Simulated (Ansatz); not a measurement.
Molecule: bromo(difluoro)borane, sum formula BBrF2, net charge 0, singlet state. SMILES: FB(F)Br
Geometry: optimised at B3LYP-D3(BJ)/def2-TZVP (Ansatz, a quantum-chemistry and plane-wave program).

CCSD(T) with Ansatz in growing basis sets, 24 correlated electrons. Valence correlation only, unless marked. Open shells are spin-unrestricted. Spin-orbit coupling is left out. The frozen core is the preceding noble-gas configuration, with the filled d and f shells of earlier blocks. Non-relativistic. Costs are ratios of core time to the smallest set, on shared machines of one kind, and rough; they hold the program's checks for lower states.

```tsv
basis	functions	cost over smallest	E(corr) (Eh)	electronic atomisation energy (kcal/mol)
aug-cc-pVDZ	105	1×	-0.6352	370.2
aug-cc-pVTZ	197	4×	?	?
```

Problem. What does the step to aug-cc-pVTZ buy, and how does its cost grow by formal scaling?

Solution. Formally CCSD grows as o²v⁴ and (T) as o³v⁴; with o = 12 and v going from 76 to 168 both grow 24-fold in the last step, while integrals and the mean field grow more slowly. That step adds 173.3 mEh of correlation energy and 23.7 kcal/mol to the atomisation energy. Row: E(corr) (Eh) -0.8085, electronic atomisation energy (kcal/mol) 393.9.
